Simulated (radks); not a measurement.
Ag, 47 electrons, occupied as [Kr] 4d10 7s1 (not the ground configuration). Calculated with a radial shooting solver on a logarithmic mesh with Libxc functionals: Dirac Kohn-Sham, PBEsol, spin-unpolarised, spherical densities, finite nucleus; Fermi nuclear charge, rms radius 4.5454 fm.

Unscreened Slater integrals over Kohn-Sham orbitals (hartree). Large and small components are both included.

integral,value
"F0(7s1/2,7s1/2)",0.053277
"F0(7s1/2,4d5/2)",0.074792
"G2(7s1/2,4d5/2)",0.0016067
"F0(7s1/2,4d3/2)",0.074821
"G2(7s1/2,4d3/2)",0.0015711
"F0(7s1/2,4p3/2)",0.075286
"G1(7s1/2,4p3/2)",0.00075348
"F0(4d5/2,4d5/2)",0.65453
"F2(4d5/2,4d5/2)",0.31899
"F4(4d5/2,4d5/2)",0.20630
"F0(4d5/2,4d3/2)",0.65959
"F2(4d5/2,4d3/2)",0.32162
"G2(4d5/2,4d3/2)",0.32145
"G4(4d5/2,4d3/2)",0.20799
"F0(4d5/2,4p3/2)",0.74864
"F2(4d5/2,4p3/2)",0.36135
"G1(4d5/2,4p3/2)",0.45275
"G3(4d5/2,4p3/2)",0.27500
"F0(4d3/2,4d3/2)",0.66476
"F2(4d3/2,4d3/2)",0.32437
"F0(4d3/2,4p3/2)",0.75594
"F2(4d3/2,4p3/2)",0.36672
"G1(4d3/2,4p3/2)",0.46093
"G3(4d3/2,4p3/2)",0.28014
"F0(4p3/2,4p3/2)",0.88976
"F2(4p3/2,4p3/2)",0.46476
